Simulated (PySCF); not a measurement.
SiHClBr2, SMILES Cl[SiH](Br)Br. Atoms are numbered in the order given.

```xyz
5

Si     0.5742     0.4241     0.0000
Cl    -0.2193     2.3128     0.0000
Br    -0.0909    -0.6538    -1.8044
Br    -0.0909    -0.6538     1.8044
H      2.0498     0.5134     0.0000
```
Charge 0, spin multiplicity 1.

The structure is a stationary point at PBE0-D3(BJ)/def2-SVP.

Two levels are set side by side: PBE/pcSseg-1 (PySCF) and HF/pcSseg-1 (PySCF). GIAO shifts against HCl (³⁵Cl), TMS (²⁹Si), TMS (¹H) at the same level; non-relativistic, no solvent, atoms listed together averaged. Without spin–orbit terms, shifts of atoms bonded to Cl or Br come out too high at both levels. Differences are taken from unrounded values.

```tsv
quantity	HF
δ(²⁹Si) of Si1 (ppm)	22.9
δ(³⁵Cl) of Cl2 (ppm)	82.6
δ(¹H) of H5 (ppm)	6.21
```

Q: What does PBE give, and how far is it from HF? (The exact figures need the calculation; the answer reports its results.)

A: 
```
quantity                PBE  PBE minus HF
--------------------  -----  ------------
δ(²⁹Si) of Si1 (ppm)   39.3          16.4
δ(³⁵Cl) of Cl2 (ppm)  192.1         109.6
δ(¹H) of H5 (ppm)      7.25          1.03
```

Rough cost on one machine, each run with all the roots and properties that it gave: HF against PBE within a factor of 2.
